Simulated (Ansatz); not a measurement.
Abstraction of H: C2H8Si + C2H6InO → C2H7Si + C2H7InO

Species: C2H8Si `CC[SiH3]`, singlet; C2H6InO `C[CH2][In][OH]`, doublet; C2H7Si `CC[SiH2]`, doublet; C2H7InO `C[CH2][InH][OH]`, singlet. A radical takes H: the energy is the difference in strength between the Si–H bond broken and the In–H bond made.

Shapes, held fixed at every level: PBE0-D4/def2-TZVP. Flexible molecules stand in one conformer, not always the lowest. Programs: Ansatz 0.2.0. The zero-point and thermal change to 298 K, harmonic and unscaled (PBE0-D4/def2-TZVP), is -5.4 kJ/mol.

```json
{"level": "HF/def2-SVP", "kind": "Hartree–Fock", "ΔH(298 K) (kJ/mol)": "+98.2"}
{"level": "HF/def2-TZVPP", "kind": "Hartree–Fock", "ΔH(298 K) (kJ/mol)": "+98.7"}
{"level": "SPW92/def2-TZVPP", "kind": "LDA", "ΔH(298 K) (kJ/mol)": "+104.7"}
{"level": "wB97M-V/def2-TZVPP", "kind": "range-separated hybrid", "ΔH(298 K) (kJ/mol)": "+106.5"}
{"level": "CCSD(T)/def2-SVP", "kind": "coupled cluster or CI", "ΔH(298 K) (kJ/mol)": "+100.8"}
{"level": "CCSD/def2-SVP", "kind": "coupled cluster or CI", "ΔH(298 K) (kJ/mol)": "+99.4"}
{"level": "MP2/def2-TZVPP", "kind": "perturbation theory", "ΔH(298 K) (kJ/mol)": "+99.3"}
```

MP2/def2-TZVPP gives ΔH(298 K) = +99.3 kJ/mol; the levels span +98.2 to +106.5. The median of the levels is +99.4. No measured value is set beside it here. Open shells run unrestricted unless RO is named. For atoms past krypton def2 sets carry core potentials with scalar relativity. Correlated rows may include outer-core shells of In, which these sets cover unevenly.
